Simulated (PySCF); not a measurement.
Field gradients from PBE0/pcSseg-1 densities (PySCF, non-relativistic) at PBE0-D3(BJ)/def2-SVP geometries, isolated species, one conformer each; χzz is the principal value of largest magnitude, with Q(11B) = 0.04059 b, Q(33S) = −0.0678 b. These gradients aren't converged with respect to the basis.

**Question.** These 11B couplings (χzz in MHz, η) are listed in rising order: (4.745, 0.40); (5.506, 0.11); (5.803, 0.08). Assign them to: the three-coordinate boron of `BSC(F)(F)F`; the three-coordinate boron of `BC#CCCl`; the boron bonded to 2 C and H of `[H]B(C)C`.

**Answer.** 4.745 MHz, η 0.40: the three-coordinate boron of `BSC(F)(F)F`; 5.506 MHz, η 0.11: the three-coordinate boron of `BC#CCCl`; 5.803 MHz, η 0.08: the boron bonded to 2 C and H of `[H]B(C)C`.

**Question.** These 33S couplings (χzz in MHz, η) are listed in rising order: (-34.75, 0.22); (36.86, 0.81); (38.73, 0.70). Assign them to: the sulfur bonded to B and C of `BSC(F)(F)F`; the sulfur bonded to Al and 2 C of `C[S+](C)[AlH2-][CH2]Cl`; the sulfur bonded to C and Ge of `C[S][Ge@H]([NH2])[NH][SiH3]`.

**Answer.** -34.75 MHz, η 0.22: the sulfur bonded to B and C of `BSC(F)(F)F`; 36.86 MHz, η 0.81: the sulfur bonded to C and Ge of `C[S][Ge@H]([NH2])[NH][SiH3]`; 38.73 MHz, η 0.70: the sulfur bonded to Al and 2 C of `C[S+](C)[AlH2-][CH2]Cl`.

All sites together:

```tsv
nucleus	site	Vzz (au)	η	χzz (MHz)
11B	the three-coordinate boron of BSC(F)(F)F	0.497	0.40	4.745
11B	the three-coordinate boron of BC#CCCl	0.577	0.11	5.506
11B	the boron bonded to 2 C and H of [H]B(C)C	0.608	0.08	5.803
33S	the sulfur bonded to B and C of BSC(F)(F)F	2.181	0.22	-34.75
33S	the sulfur bonded to Al and 2 C of C[S+](C)[AlH2-][CH2]Cl	-2.431	0.70	38.73
33S	the sulfur bonded to C and Ge of C[S][Ge@H]([NH2])[NH][SiH3]	-2.314	0.81	36.86
```
